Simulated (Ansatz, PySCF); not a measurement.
This Ansatz (a quantum-chemistry and plane-wave program) input computes a CCSD(T)/cc-pVDZ energy:

Ansatz 0.2 input:
```yaml
crystal:
  periodic: [false, false, false]
  atoms:
    - {symbol: C, position_ang: [-0.01842575, -0.01201890, -1.11898932]}
    - {symbol: C, position_ang: [0.00331066, 0.00215950, 0.20105489]}
    - {symbol: H, position_ang: [0.85046000, 0.27258854, -1.70682953]}
    - {symbol: H, position_ang: [-0.90609165, -0.30887639, -1.67165997]}
    - {symbol: C, position_ang: [0.02438704, 0.01590737, 1.48101601]}
basis:
  gaussian:
    orbitals: cc-pVDZ
magnetization: {spin_polarized: false}
correlation: {method: ccsd_t, electrons: outside_noble_gas}
```

### Question
Write an input for the same energy in PySCF and say what it gives.

### Answer

```python
from pyscf import gto, scf, mp, cc as ccmod

mol = gto.M(
    atom='''
    C    -0.01842575   -0.01201890   -1.11898932
    C     0.00331066    0.00215950    0.20105489
    H     0.85046000    0.27258854   -1.70682953
    H    -0.90609165   -0.30887639   -1.67165997
    C     0.02438704    0.01590737    1.48101601
    ''',
    basis='cc-pvdz',
    charge=0,
    spin=0,
    verbose=4,
)

mf = scf.RHF(mol)
mf.conv_tol = 1e-10
mf.max_cycle = 100
mf.kernel()
mp2 = mp.MP2(mf, frozen=3).run()
cc = ccmod.CCSD(mf, frozen=3)
cc.max_cycle = 100
cc.kernel()
et = cc.ccsd_t()
print(f'E(CCSD(T)) = {cc.e_tot + et:.9f}')
```
It gives -115.00721 Eh, and Ansatz -115.00720 Eh, a difference of 0.01 mEh.
